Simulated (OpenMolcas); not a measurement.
Ar5+: the spin-orbit constant, worked from levels

```
Program             : OpenMolcas 26.06
Basis               : ANO-R1 [4s3p1d]
Scalar Hamiltonian  : X2C, finite nucleus
Active space        : 3 electrons in 4 orbitals (3s 3p)
State averaging     : 2S+1 = 4 odd, 1 root (0 in the spin-orbit step); 2S+1 = 2 odd, 3 roots; 2S+1 = 4 even, 3 roots; 2S+1 = 2 even, 6 roots
Spin-orbit coupling : RASSI with atomic mean-field integrals over the reference wave functions, term energies averaged over their components
```

Methods: CASSCF; SS-CASPT2, IPEA 0.25 Eh, imaginary shift 0.1 Eh (closed shells correlated: 2s 2p). Measured levels: Saloman, J. Phys. Chem. Ref. Data 39, 033101 (2010).

**The spin-orbit constant.** For the Hund term 2P* of p1, E(J) = (A/2) J(J+1) + constant and ζ = 2S·A = A. From J = 1/2 to J = 3/2 the energy changes by 1.5 A.

```tsv
Source	E(3/2) - E(1/2)	A	ζ
CASSCF	2151.2	1434.1	1434
SS-CASPT2	2151.2	1434.1	1434
measured	2207.9	1471.9	1472
```

All in cm-1. SS-CASPT2 is off by -2.6 % and CASSCF by -2.6 %. Both methods take the spin-orbit matrix elements from the reference wave functions, so the second can move ζ only through the term energies and any multistate remixing.

Over all roots computed the reference weight is 0.94 to 0.99 in SS-CASPT2; the roots of lowest weight are the least certain, and an intruder state may touch them. The basis is small and was not contracted for so high a charge. Computed and measured levels are paired by configuration, term and J; levels that our copy of the source lacks, or whose pairing is in doubt (as where it misses far off the trend of its configuration), stay unpaired and out of the deviations. Levels of configurations outside the active space are missing.

* marks odd parity.
